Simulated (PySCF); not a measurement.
Isomers of C6H9Br, mass 159.989 u with the commonest isotopes. Level of theory: PySCF 2.14.0, PBE0-D3(BJ)/def2-SVP geometry optimisation, gas phase. One conformer each, none proved a minimum here; rigid rotors.

Problem. Order these by rotational constant B, smallest first.
A. `Br[C@H]1[C@@H]2CC[C@H]1C2`
B. `C[C@@]1(Br)C[C@H]2C[C@H]21`
C. `[CH2:1]=[C:2]([Br:3])[C:4](=[CH2:5])[CH2:6][CH3:7]` with C1–C2–C4–C5 174°, C2–C4–C6–C7 -76°

Solution. C (957.9 MHz), A (1028 MHz), B (1204 MHz).

Problem. Order these by radius of gyration √(Σ m r²/M), smallest first.
A. `[CH2:1]=[C:2]([Br:3])[C:4](=[CH2:5])[CH2:6][CH3:7]` with C1–C2–C4–C5 174°, C2–C4–C6–C7 -76°
B. `Br[C@H]1[C@@H]2CC[C@H]1C2`
C. `C[C@@]1(Br)C[C@H]2C[C@H]21`

Solution. C (1.787 Å), B (1.847 Å), A (2.007 Å).

Problem. Order these by rotational constant C, smallest first.
A. `Br[C@H]1[C@@H]2CC[C@H]1C2`
B. `C[C@@]1(Br)C[C@H]2C[C@H]21`
C. `[CH2:1]=[C:2]([Br:3])[C:4](=[CH2:5])[CH2:6][CH3:7]` with C1–C2–C4–C5 174°, C2–C4–C6–C7 -76°

Solution. C (816.1 MHz), A (1016 MHz), B (1093 MHz).

```
                    SMILES  point group  Ia (u·Å²)  Ib (u·Å²)  Ic (u·Å²)      κ  μa (D)  μb (D)  μc (D)
            C=C(Br)C(=C)CC           C1     141.82     527.57     619.29  -0.90    1.69    0.32    0.21
 Br[C@H]1[C@@H]2CC[C@H]1C2           Cs     102.37     491.82     497.61  -0.99    2.04    0.00    0.21
C[C@@]1(Br)C[C@H]2C[C@H]21           C1     139.31     419.85     462.27  -0.91    1.97    0.43    0.12
```
